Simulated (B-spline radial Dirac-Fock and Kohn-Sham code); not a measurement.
Kohn-Sham estimates against Dirac-Fock for the levels of Rh¹³⁺

System: the Rh¹³⁺ ion in the configuration [Ar] 3d10 4s2 4p2.

The density-functional columns are spherical, spin-unpolarised Dirac-Kohn-Sham results without Breit or QED terms: −ε is minus the orbital energy of the initial state and ΔSCF the difference of two total energies. The reference in the last column comes from Dirac-Fock energy differences between relaxed states, corrected for Breit and QED terms. All numbers are from a B-spline atomic structure program, in eV; a selection of levels is shown. For the 1s level of heavy atoms much of the gap between ΔSCF and the reference is the Breit and QED part, -68.1 eV here; for other levels the error of the functional can be larger.

```tsv
level	LDA −ε	LDA ΔSCF	Dirac-Fock
1s	23289.8	23596.6	23535.7
2s	3624.3	3686.0	3730.1
2p1/2	3380.2	3454.3	3459.9
2p3/2	3235.6	3306.6	3317.2
3s	874.8	900.9	929.3
3p1/2	779.1	805.7	822.5
3p3/2	753.8	779.8	796.8
3d3/2	584.2	612.0	611.1
3d5/2	579.1	606.7	606.3
4s	329.1	341.9	339.2
4p	292.0	304.3	302.4
```

Values without a named source are computed, but for edge energies of neutral atoms, which are taken from tables.
